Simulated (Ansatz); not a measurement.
Ideal-gas functions of C$_{2}$H$_{3}$AlClF (`C=[C](Cl)[AlH][F]`) at 800 K and 1 bar, from an Ansatz frequency run at PBE0-D4/def2-TZVP.

Molar mass 108.48 g/mol, point group Cs (symmetry number 1), electronic degeneracy 1, moments of inertia 106.947, 248.948, 355.896 u Å². Harmonic wavenumbers (cm⁻¹, unscaled): 63, 91, 258, 280, 321, 507, 514, 655, 724, 787, 872, 962, 1122, 1411, 1642, 1975, 3134, 3223.

Use S(trans) = R[1.5 ln M + 2.5 ln T − 1.1517]; rotational temperatures θ = 24.2544 K / I; S(rot) = R[ln(√π/σ · √(T³/θAθBθC)) + 1.5]; for each mode x = 1.438777 ν̃/T, S = R[x/(eˣ − 1) − ln(1 − e⁻ˣ)] and H = RT x/(eˣ − 1); 1 cm⁻¹ = 0.0119627 kJ/mol; R = 8.31446 J/(mol·K).

**Question.** By hand: the entropy, in J/(mol·K).

**Answer.** Translation 187.8. Rotation: θ = 0.2268, 0.0974, 0.0682 K, giving 127.6. Vibration, mode by mode: 26.43, 23.37, 14.77, 14.11, 13.00, 9.36, 9.26, 7.42, 6.68, 6.09, 5.38, 4.72, 3.76, 2.50, 1.80, 1.11, 0.20, 0.17, in all 150.1. Electronic 0.0. Sum 465.5 J/(mol·K).

**Question.** By hand: H − E and G − E in kJ/mol, counted from the electronic energy.

**Answer.** Zero-point energy ½ × 18541 × 0.0119627 = 110.9; thermal vibration 56.3; translation, rotation and pV give 4 RT = 26.6. H − E = 193.8 kJ/mol, and G − E = 193.8 − 800 × 465.5/1000 = -178.6 kJ/mol.

Vibration gives 32 % of the entropy, 49.8 J/(mol·K) of it from the modes under 150 cm⁻¹: soft modes count most, and the harmonic formula is weakest for them. The sum counts one conformer and one mirror image; others add a mixing term.
